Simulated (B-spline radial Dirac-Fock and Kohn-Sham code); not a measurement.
S⁴⁺: photoemission with Cr Kα (5414.7 eV) photons

System: S⁴⁺ in the configuration [Ne] 3s2.

Method: a relativistic central-field model (Hartree-Slater potential of the initial state, Latter tail, multipole expansion of the photon field, Dirac-Fock thresholds). Computed with an atomic code on a B-spline grid. The asymmetry parameter β is from the dipole term alone. Kinetic energies are from the vacuum level.

The last column is dσ/dΩ = σ/(4π) · [1 − (β/2) P₂(cos θ)] at θ = 0° from the beam of unpolarised light.

```csv
subshell,electrons,binding (eV),kinetic (eV),σ (kb),β,dσ/dΩ (kb/sr)
K (1s),2,2548.7,2866.0,13.9,2.00,≈ 0
L1 (2s),2,302.1,5112.6,0.887,2.00,≈ 0
L2 (2p1/2),2,237.2,5177.5,0.102,0.57,0.00579
L3 (2p3/2),4,236.0,5178.7,0.196,0.56,0.0113
M1 (3s),2,70.80,5343.9,0.122,2.00,≈ 0
```

Branching ratios of the spin-orbit partners (statistical value in brackets): 2p 1.93 (2.00).
